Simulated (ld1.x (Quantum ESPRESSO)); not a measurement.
**Cr, PAW: configuration errors across variants**

```json
{
 "Element": "chromium (Cr)",
 "Generator": "ld1.x (Quantum ESPRESSO) 7.5",
 "Type": "PAW",
 "Functional": "LDA (PZ)",
 "Relativity": "scalar-relativistic",
 "Frozen core": "[Ar]",
 "Valence charge": "6",
 "Reference configuration": "3d4 4s0 4p0 (charge +2)",
 "Partial waves": "4s (bound, empty): rcut 1.65, rcutus 1.75 bohr; 4s channel at -0.8 Ry: rcut 1.65, rcutus 1.75 bohr; 4p (bound, empty): rcut 3.10, rcutus 3.30 bohr; 4p channel at 0.35 Ry: rcut 3.10, rcutus 3.30 bohr; 3d (bound): rcut 1.50, rcutus 1.60 bohr; 3d channel at 0.05 Ry: rcut 1.50, rcutus 1.60 bohr",
 "Local potential": "all-electron potential smoothed inside 1.70 bohr (lloc = -2)",
 "Core correction": "Bessel-smoothed model core inside 1.35 bohr",
 "Augmentation charge": "PSQ, radius 1.05 bohr"
}
```

All-electron excitation energies from the reference (eV): (1) 3d5 4s0 4p0 -16.343; (2) 3d3 4s0 4p0 31.026; (3) 3d6 4s0 4p0 -21.759; (4) 3d5 4s0 4p1 -20.280; (5) 3d4 4s0 4p0 spin -3.391.

Spin tests fill each open shell by Hund’s rule, majority spin first.

The overlap operator is not positive definite (basis up to 400 Ry) in “waves 4s (bound): rcut 1.65, rcutus 1.94 bohr; 4s channel at -0.8 Ry: rcut 1.65, rcutus 1.94 bohr”. Such files are unfit for use, however small their errors in these radial tests.

Tests that are not counted but printed errors over 1 eV. “base”: 3d4 4s1 4p0 (solver errors, printed error -3.5 eV); 3d4 4s1 4p1 (solver errors, printed error -3.1 eV); 2 more. “waves 4s (bound): rcut 1.10, rcutus 1.16 bohr; 4s channel at -0.8 Ry: rcut 1.10, rcutus 1.16 bohr”: 3d4 4s1 4p0 (solver errors, printed error -3.5 eV); 3d4 4s1 4p1 (solver errors, printed error -3.1 eV); 2 more. “waves 4s (bound): rcut 1.26, rcutus 1.34 bohr; 4s channel at -0.8 Ry: rcut 1.26, rcutus 1.34 bohr”: 3d4 4s1 4p0 (solver errors, printed error -3.5 eV); 3d4 4s1 4p1 (solver errors, printed error -3.1 eV); 2 more. “waves 4s (bound): rcut 1.56, rcutus 1.66 bohr; 4s channel at -0.8 Ry: rcut 1.56, rcutus 1.66 bohr”: 3d4 4s1 4p0 (solver errors, printed error -3.5 eV); 3d4 4s1 4p1 (solver errors, printed error -3.1 eV); 2 more. “waves 4s (bound): rcut 1.65, rcutus 1.94 bohr; 4s channel at -0.8 Ry: rcut 1.65, rcutus 1.94 bohr”: 3d4 4s1 4p1 (solver errors, printed error -3.1 eV); 3d5 4s1 4p0 (spin-polarised) (solver errors, printed error -3.1 eV); 1 more.

A true bound ghost makes a file unfit for plane-wave use even where its test errors are small: the radial tests pick states by their node count and pass the ghost by. Where a test does run into it, the solver fails or the error is huge.

Errors AE − PS in meV (a dash: test not solved or not reliable):

| change | (1) | (2) | (3) | (4) | (5) | bound ghosts |
| --- | --- | --- | --- | --- | --- | --- |
| base | -126 | -397 | -200 | -96 | -12 | s |
| waves 4s (bound): rcut 1.10, rcutus 1.16 bohr; 4s channel at -0.8 Ry: rcut 1.10, rcutus 1.16 bohr | -126 | -397 | -200 | -96 | -12 | s |
| waves 4s (bound): rcut 1.26, rcutus 1.34 bohr; 4s channel at -0.8 Ry: rcut 1.26, rcutus 1.34 bohr | -126 | -397 | -200 | -96 | -12 | s |
| waves 4s (bound): rcut 1.56, rcutus 1.66 bohr; 4s channel at -0.8 Ry: rcut 1.56, rcutus 1.66 bohr | -126 | -397 | -200 | -96 | -12 | s |
| waves 4s (bound): rcut 1.65, rcutus 1.94 bohr; 4s channel at -0.8 Ry: rcut 1.65, rcutus 1.94 bohr | -126 | -397 | -200 | -96 | -12 | not determined (overlap not positive) |
| waves 4s (bound): rcut 1.65, rcutus 2.12 bohr; 4s channel at -0.8 Ry: rcut 1.65, rcutus 2.12 bohr | – | – | – | – | – | s |
| waves 4s (bound): rcut 1.65, rcutus 2.56 bohr; 4s channel at -0.8 Ry: rcut 1.65, rcutus 2.56 bohr | – | – | – | – | – | none |

**Question.** Give the same row for: waves 4s (bound): rcut 1.65, rcutus 2.36 bohr; 4s channel at -0.8 Ry: rcut 1.65, rcutus 2.36 bohr.

**Answer.** –, –, –, –, –; bound ghosts: none.
